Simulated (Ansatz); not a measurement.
Correlation energies of CH₉GeNSi (`[CH3][GeH]([NH2])[SiH3]`) by basis set

Z-matrix (Å, degrees):
```
C
Ge 1 1.952
H 1 1.091 2 109.4
H 1 1.091 2 110.4 3 -119.6
H 1 1.091 2 110.7 3 120.3
N 2 1.854 1 106.6 3 55.1
Si 2 2.397 1 111.2 3 178.5
H 2 1.544 1 110.9 3 -58.9
H 6 1.011 2 113.5 1 -168.9
H 6 1.012 2 113.6 1 67.6
H 7 1.490 2 109.6 1 -60.5
H 7 1.490 2 112.2 1 59.6
H 7 1.489 2 110.6 1 -179.4
```

Charge 0, multiplicity 1. Correlated methods include outer-core shells of Ge, which these sets cover unevenly. Scalar relativity is left out up to krypton. The geometry is a stationary point of PBE0-D4/def2-TZVP. It is one conformer, not always the lowest. Frozen core, restricted reference, the Gaussian-basis code of Ansatz.

| basis | HF (Eh) | MP2 corr. | CCSD corr. | (T) | CCSD(T) total |
| --- | --- | --- | --- | --- | --- |
| def2-SVP | -2461.44054 | -0.65773 | -0.71009 | -0.01975 | -2462.17038 |
| def2-TZVPP | -2461.92386 | -0.79025 | -0.83935 | -0.03096 | -2462.79417 |
| def2-QZVPP | -2461.97941 | -1.08976 | – | – | – |
